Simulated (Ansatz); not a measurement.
```yaml
crystal:
  periodic: [false, false, false]
  atoms:
    - {symbol: Zr, position_ang: [-0.008000, 1.557558, -0.682906]}
    - {symbol: Zr, position_ang: [0.032061, -1.240524, -0.990010]}
    - {symbol: Si, position_ang: [1.262188, -0.033684, 0.852113]}
    - {symbol: Si, position_ang: [-1.375272, -0.127569, 0.770471]}
basis:
  gaussian: {orbitals: def2-mTZVPP}
hamiltonian: {xc: {name: r2SCAN0}}
scf: {lower_state_search: off}
output: {forces: true}
```

```sh
$ ansatz run in.yaml --threads 2 --pin off --events-out ev --progress --plain --max-ram 4352MiB
```

Shortened log:

```
Functional definition: r2SCAN0
1274 factors; integrals over basis functions are off by at most 2.1e-4 eV
mean field evaluation 1: about -18302.2380 eV, gradient 4.6e1 eV
mean field evaluation 2: about -18268.1073 eV, gradient 1.1e2 eV
mean field evaluation 4: about -18307.5949 eV, gradient 2.1e1 eV
mean field evaluation 8: about -18309.2232 eV, gradient 8.3e-1 eV
mean field evaluation 16: about -18309.2415 eV, gradient 2.2e-2 eV
mean field evaluation 32: about -18309.2415 eV, gradient 1.4e-5 eV
mean field -18309.24148335 eV, -672.8522140634 hartree, gradient 5.4e-6 eV, S^2 0.000000; 0 other end points of the search recorded, 0 dependent functions left out
reference -18309.24149381 eV, -672.8522144480 hartree; 26, 26 occupied and 94, 94 virtual orbitals, 1274 factors
Total energy: -18309.24149381 eV, -672.8522144480 hartree
Atom 0 at    -0.008000     1.557558    -0.682906 Å, force    -0.201777    -0.812911     0.794315 eV/Å
Atom 1 at     0.032061    -1.240524    -0.990010 Å, force     0.018201     0.102801     0.249256 eV/Å
Atom 2 at     1.262188    -0.033684     0.852113 Å, force    -0.516975     0.211560    -0.461741 eV/Å
Atom 3 at    -1.375272    -0.127569     0.770471 Å, force     0.700551     0.498550    -0.581830 eV/Å
Dipole moment:     0.056269     0.156293    -1.279912 e Å
Checks for a lower state left out: stability, starts, cluster_reference, orbital_swaps, neighbouring_geometries, increment
```

Run time 8.5 s (2 threads of Arm Neoverse V1 on a shared host).

In the def2 sets Zr takes a core potential; there is no spin–orbit coupling. The restricted singlet is unstable towards broken spin symmetry at other levels; at RKS r2SCAN0/def2-mTZVPP this wasn't settled.
